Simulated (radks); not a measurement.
The numbers below are computed, except where a source is named.
Question: Valence configurations of Ho II (all share [Xe]). Code: a radial shooting solver on a logarithmic mesh with Libxc functionals. Model: scalar-relativistic Kohn-Sham, PBE, spin-unpolarised, spherical densities, finite nucleus; Fermi nuclear charge, rms radius 5.2022 fm. Order these by energy: 4f10.5 6s0.5 6p1; 4f10 5d0.5 6p1.5; 4f11 6s1; 4f11 6s0.5 6p0.5; 4f11 5d1; 4f10 5d1 6s1; 4f9 6s1 6p2; 4f10.5 6s1 6p0.5; 4f10 6p2; 4f10.5 6s1.5.

Answer: From the lowest, in eV above it: 4f11 6s1 0.000; 4f10.5 6s1.5 1.153; 4f11 6s0.5 6p0.5 1.757; 4f11 5d1 2.339; 4f10.5 6s1 6p0.5 3.060; 4f10.5 6s0.5 6p1 4.987; 4f10 5d1 6s1 5.238; 4f10 5d0.5 6p1.5 10.591; 4f10 6p2 12.413; 4f9 6s1 6p2 25.427. NIST lists [Xe] 4f11 6s1 as the ground configuration; this level of theory agrees among the configurations tried. The energies are those of spherical spin-averaged densities, not of single terms.
